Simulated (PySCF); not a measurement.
I4Ti, singlet, geometry from GFN2-xTB (such geometries of metal compounds can be far from the true shape) (all electrons, no relativity). Base run: PySCF with TPSS/3-21G.

PySCF was given this input:
```python
from pyscf import gto, scf, dft

mol = gto.M(
    atom='''
Ti   -0.000000    0.000000   -0.000000
I     2.095241   -0.595467   -1.496032
I     0.787832    0.442030    2.483275
I    -1.173643    2.168196   -0.950901
I    -1.709430   -2.014759   -0.036342
''',
    basis='3-21g',
    charge=0,
    spin=0,
    verbose=4,
)

mf = dft.RKS(mol)
mf.xc = 'tpss'
mf.kernel()
```

Variants of this job, named by their change:

```tsv
change	E (Eh)	HOMO (eV)	HOMO-LUMO gap (eV)	dipole (D)	core-seconds (rough)	outcome
base	-28404.01689	-6.99	2.25	0.00	50	converged
functional = blyp	-28405.60297	-6.56	2.13	0.00	20	converged
functional = mn15	-	-	-	-	-	not converged
functional = blyp; dispersion = d4	-28405.62924	-6.56	2.13	0.00	20	converged
functional = hse06	-	-	-	-	-	cut at the time limit
functional = b97m_v	-	-	-	-	-	cut at the time limit
functional = bhandhlyp	-28405.46299	-8.81	5.37	0.00	40	converged
functional = revpbe	-28403.95172	-6.81	2.16	0.00	20	converged
functional = pw6b95	-	-	-	-	-	not converged
functional = m062x	-28406.90531	-9.10	5.49	0.00	90	converged
```

Absolute energies of different levels of theory aren't comparable as measures of quality.
